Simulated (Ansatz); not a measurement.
`FCC(F)I` + H₂ → `FCI` + fluoromethane at 298.15 K and 1 bar (hydrogenolysis of a C–C bond).

Calculated with Ansatz (gas phase, PBE0-D4/def2-TZVP geometries, no zero-point term in ΔE). CCSD(T)/CBS is the MP2 limit (def2-TZVPP, def2-QZVPP) plus CCSD(T) − MP2 in def2-TZVPP, frozen cores. This one scheme is used for every species. Elements past krypton have def2 core potentials. For I outer-core shells are correlated without core-valence functions, which leaves a few kJ/mol of doubt a bond. One conformer a species, not always the lowest.

| species | CCSD(T)/CBS energy (Eh) | H − E (kJ/mol) | S (J/(mol·K)) |
| --- | --- | --- | --- |
| `FCC(F)I` | -574.91548 | 150.7 | 332.7 |
| H₂ | -1.17544 | 35.1 | 130.4 |
| `FCI` | -436.46970 | 90.6 | 284.3 |
| `CF` | -139.63461 | 113.4 | 222.6 |

H − E and S are ideal-gas, rigid-rotor, harmonic terms from PBE0-D4/def2-TZVP, for one conformer and one mirror image of each species. The MP2-based limit puts H₂ 0.8 mEh under its directly extrapolated value; such offsets cancel only in part. 1 Eh = 2625.50 kJ/mol, R = 8.31446 J/(mol·K).

Question: By hand: ΔE, ΔH, ΔS and ΔG.

Answer: ΔE = (-436.46970) + (-139.63461) − (-574.91548) − (-1.17544) = -0.01339 Eh = -35.2 kJ/mol. Δ(H − E) = 90.6 + 113.4 − 150.7 − 35.1 = 18.2, so ΔH = -17.0 kJ/mol. ΔS = 284.3 + 222.6 − 332.7 − 130.4 = 43.8 J/(mol·K). ΔG = -17.0 − 298.15 × (43.8)/1000 = -30.1 kJ/mol.

Question: By hand: the equilibrium constant, and the temperature at which ΔG would vanish if ΔH and ΔS stayed fixed.

Answer: log₁₀ K = −ΔG/(RT ln 10) = 5.3. ΔH and −TΔS have one sign here, so there is no such temperature.

TΔS isn't small against ΔH here. A doubt of 5 kJ/mol in ΔE shifts log₁₀ K by 0.9 here. Other conformers and mirror images would add mixing entropy, several J/(mol·K) or more a flexible species. These are equilibria of isolated gas molecules and say nothing of rates. Largest T1 diagnostic: 0.010 (customary marks: 0.02 for closed shells, 0.045 for open ones).
